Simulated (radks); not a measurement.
Neutral caesium, [Xe] 6s1. All-electron calculation, non-relativistic Kohn-Sham, exchange-only B88, spin-polarised, spherical densities, point nucleus. Program: a radial shooting solver on a logarithmic mesh with Libxc functionals. Every spin shell is full or empty, so the densities are truly spherical. Functionals are evaluated on that one density, not self-consistently. Rank these orbital-free kinetic functionals by their error against the exact value of the orbitals, and give that value: Thomas-Fermi, von Weizsacker, TF + vW, TF + vW/9, TF + vW/5, LC94, revAPBEK, Perdew 92, Pearson, LKT, PG1, DePristo-Kress, Ernzerhof.

Answer. Exact: 7553.92 hartree. From best to worst, with 100 (|E| - |E exact|)/|E exact| (equal figures are ties): LC94 +0.04, DePristo-Kress -0.13, revAPBEK +0.26, Ernzerhof -0.43, Perdew 92 -0.69, TF + vW/9 -0.69, Pearson -0.91, TF + vW/5 +2.89, Thomas-Fermi -5.17, PG1 +14.48, LKT +18.47, TF + vW +35.11, von Weizsacker -59.72.
